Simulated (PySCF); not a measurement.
Al(Me)(NCO)(OH) (C2H4AlNO2), SMILES O=C=[N][Al]([CH3])[OH]. Atoms are numbered in the order given.

```xyz
10

Al     0.0779     0.9054     0.0000
C     -1.5282     1.9768     0.0000
H     -2.1494     1.7597     0.8842
H     -2.1494     1.7597    -0.8842
H     -1.2959     3.0523     0.0000
N      0.0094    -0.8798     0.0000
C     -0.0711    -2.0773     0.0000
O     -0.1471    -3.2444     0.0000
O      1.6048     1.6471     0.0000
H      2.4512     1.1979     0.0000
```
Charge 0, spin multiplicity 1.

Coordinates come from a PBE0-D3(BJ)/def2-SVP optimisation. The structure was generated by enumeration; whether it is a known compound was not checked. One conformer was computed; it need not be the lowest.

The numbers are results of KT2/pcSseg-1 (PySCF), not measurements.

GIAO shieldings, no solvent; atoms alike by connectivity are averaged. δ = σ(ref) − σ: ¹³C against TMS (σ = 185.1 ppm); ¹H against TMS (σ = 31.47 ppm); ¹⁵N against NH3 (σ = 266.2 ppm); ¹⁷O against H2O (σ = 330.4 ppm), references at their B3LYP-D3(BJ)/def2-TZVP geometries, non-relativistic.

Task: Estimate the chemical shifts. (An estimate is asked for; the answer gives what the named calculation found.)

Result: 
```tsv
nucleus	atoms	count	δ (ppm)
¹³C	C7	1	118.8
¹³C	C2	1	-15.5
¹H	H10	1	2.61
¹H	H3, H4, H5	3	-0.03
¹⁵N	N6	1	54.1
¹⁷O	O8	1	124.0
¹⁷O	O9	1	59.5
```
